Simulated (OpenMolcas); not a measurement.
## Worked example: vertical energy of the triplet above the singlet of SnHClOF2 (SMILES [OH][Sn]([F])([F])[Cl])

The species is SnHClOF2 (6 atoms), meant as a singlet with charge 0. SMILES: `[OH][Sn]([F])([F])[Cl]`. The shape is that of a PBE0-D4/def2-TZVP optimisation. This is one conformer, not always the lowest.

Both states at this one shape; open shells run unrestricted unless said. 1 Eh = 27.2114 eV.

```tsv
level	program	singlet SnHClOF2 (Eh)	triplet SnHClOF2 (Eh)
BLYP/def2-SVP (core potential)	OpenMolcas	-949.654433	-949.483366
revPBE/def2-SVP (core potential)	OpenMolcas	-949.606174	-949.430931
```

**Question.** Work out the vertical gap, second state less first, at each level.

**Answer.** 
1. BLYP/def2-SVP (core potential): -949.483366 − (-949.654433) = 0.171067 Eh = 4.65 eV.
2. revPBE/def2-SVP (core potential): -949.430931 − (-949.606174) = 0.175243 Eh = 4.77 eV.

No measured value is set beside it here; the levels span 4.65 to 4.77 eV. Spin-orbit coupling, which splits open shells on such heavy atoms by tenths of an eV, is left out.
